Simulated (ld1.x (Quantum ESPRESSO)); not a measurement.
PBEsol TM dataset for Zn, scalar-relativistic all-electron reference.

ld1.x (Quantum ESPRESSO) 7.5 input, shortened:

```
&input
   title='Zn', zed=30., rel=1, dft='PBESOL', iswitch=3,
   config='[Ar] 3d10 4s2 4p0'
 /
 &inputp
   pseudotype=2, tm=.true., lloc=-2, rcloc=0.76,
   nlcc=.true.
 /
3
4S  1  0   2.00   0.00  1.88  1.88  0.0
3P  2  1   6.00   0.00  0.62  0.62  0.0
3D  3  2  10.00   0.00  0.84  0.84  0.0
 &test
   configts(1)='3p6 3d10 4s2 4p0'
 /
```

Poles of the logarithmic derivatives, all-electron (AE) and pseudo (PS). s: poles at 3.1 (AE) and 2.9 (PS) Ry. p: poles at -6.1, 4.6 (AE) and -6.1, 4.5 (PS) Ry. d: poles at -0.5 (AE) and -0.5 (PS) Ry. Test radius 2.05 bohr.

- Cutoffs needed: 300 Ry and over 300 Ry (the cutoffs (Ry, on a coarse ladder) from which the occupation-weighted sum of valence levels, in a spherical-Bessel basis at the reference potential, stays within 10 and 1 mRy of its value at 400 Ry)
- Ghost test: ghost state, extra bound levels that the all-electron valence spectrum of the same l lacks: s at -125.2 eV; a true bound ghost makes a file unfit for plane-wave use (spherical-Bessel basis up to 400 Ry, 20 bohr box)
- Largest excitation error: +94 meV (all-electron minus pseudo) for 3p6 3d8 4s0 4p0, out of 7 test configurations
